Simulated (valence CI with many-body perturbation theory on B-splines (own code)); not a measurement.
# E1 line list for C⁺

Calculated by relativistic CI+MBPT: three valence electrons over a frozen Dirac-Fock core [He], a basis of 11 s, 11 p, 9 d, 7 f, 5 g, 2 h, 1 i functions for each j, with the one-electron correlation potential Σ1 (screened to all orders), the two-electron term Σ2, the three-electron term Σ3, Breit, model QED; selected single and double excitations, second order for the rest (own B-spline code, finite nucleus).

Against 29 measured levels this calculation errs by 41 cm⁻¹ on average and by 104 at most. These come from a selection out of the NIST Handbook of Basic Atomic Spectroscopic Data. Levels without a partner in it may be off by more.

Lines 201 to 225 of 225 in falling wavelength, among levels below 178567 cm⁻¹, chosen from the strongest by gf and those to the six lowest levels. Wavelengths and rates use the calculated energies, so an error of 40 cm⁻¹ moves a line at 793.9 Å by 0.032 % and its rate by three times that or more. Electric multipoles are in the length gauge, E1 and E2 with the static RPA response of the core. Weak lines are less certain than strong ones. Lines between different terms over intervals too small for the method are left out, as are lines whose strength nearly cancels. The highest levels of a list are the least certain.

Names give the largest LS component (configuration and term), which can be under half, so a name can repeat, a term be missing and a line seem to break the LS rules; names also repeat where a configuration has a term twice.

| λ vac (Å) | λ from measured levels | Upper | Lower | A (s⁻¹) | log gf | Branch % |
| --- | --- | --- | --- | --- | --- | --- |
| 793.9 | 794.1 | 2s²4f ²F°_7/2 | 2s2p² ⁴P_5/2 | 3.31e+01 | -7.60 | 0.0 |
| 793.7 | 793.9 | 2s²4f ²F°_5/2 | 2s2p² ⁴P_3/2 | 3.82e+00 | -8.66 | 0.0 |
| 755.7 |  | 2s²5p ²P°_3/2 | 2s2p² ⁴P_5/2 | 3.94e+01 | -7.87 | 0.0 |
| 755.6 |  | 2s²5p ²P°_1/2 | 2s2p² ⁴P_3/2 | 4.28e+02 | -7.14 | 0.0 |
| 755.6 |  | 2s²5p ²P°_3/2 | 2s2p² ⁴P_3/2 | 1.33e+03 | -6.34 | 0.0 |
| 755.5 |  | 2s²5p ²P°_1/2 | 2s2p² ⁴P_1/2 | 2.80e-01 | -10.32 | 0.0 |
| 755.5 |  | 2s²5p ²P°_3/2 | 2s2p² ⁴P_1/2 | 9.56e+02 | -6.49 | 0.0 |
| 741.5 |  | 2s2p3s ²P°_3/2 | 2s2p² ⁴P_5/2 | 1.90e+02 | -7.20 | 0.0 |
| 741.5 |  | 2s2p3s ²P°_1/2 | 2s2p² ⁴P_3/2 | 6.49e+02 | -6.97 | 0.0 |
| 741.4 |  | 2s2p3s ²P°_3/2 | 2s2p² ⁴P_3/2 | 1.26e+03 | -6.38 | 0.0 |
| 741.4 |  | 2s2p3s ²P°_1/2 | 2s2p² ⁴P_1/2 | 4.40e-02 | -11.14 | 0.0 |
| 741.2 |  | 2s2p3s ²P°_3/2 | 2s2p² ⁴P_1/2 | 9.45e+02 | -6.51 | 0.0 |
| 687.5 | 687.4 | 2s²3d ²D_3/2 | 2s²2p ²P°_3/2 | 4.72e+08 | -0.87 | 16.4 |
| 687.5 | 687.3 | 2s²3d ²D_5/2 | 2s²2p ²P°_3/2 | 2.83e+09 | 0.08 | 98.6 |
| 687.2 | 687.1 | 2s²3d ²D_3/2 | 2s²2p ²P°_1/2 | 2.36e+09 | -0.18 | 82.1 |
| 636.5 | 636.3 | 2s²4s ²S_1/2 | 2s²2p ²P°_3/2 | 1.99e+08 | -1.62 | 40.9 |
| 636.2 | 636.0 | 2s²4s ²S_1/2 | 2s²2p ²P°_1/2 | 9.93e+07 | -1.92 | 20.4 |
| 595.2 | 595.0 | 2s²4d ²D_3/2 | 2s²2p ²P°_3/2 | 2.16e+08 | -1.34 | 15.9 |
| 595.2 | 595.0 | 2s²4d ²D_5/2 | 2s²2p ²P°_3/2 | 1.30e+09 | -0.38 | 95.3 |
| 594.9 | 594.8 | 2s²4d ²D_3/2 | 2s²2p ²P°_1/2 | 1.08e+09 | -0.64 | 79.4 |
| 577.2 |  | 2s²5s ²S_1/2 | 2s²2p ²P°_3/2 | 8.98e+07 | -2.05 | 35.2 |
| 577.0 |  | 2s²5s ²S_1/2 | 2s²2p ²P°_1/2 | 4.48e+07 | -2.35 | 17.6 |
| 560.6 |  | 2s²5d ²D_3/2 | 2s²2p ²P°_3/2 | 1.16e+08 | -1.66 | 15.4 |
| 560.6 |  | 2s²5d ²D_5/2 | 2s²2p ²P°_3/2 | 6.95e+08 | -0.71 | 92.8 |
| 560.4 |  | 2s²5d ²D_3/2 | 2s²2p ²P°_1/2 | 5.80e+08 | -0.96 | 77.4 |

(1) How does gf follow from A for the line at 560.4 Å?

## Answers

(1) gf = 1.4992 × (2J+1)_upper × A / σ², with σ = 178453 cm⁻¹ and 2J+1 = 4: gf = 0.109.
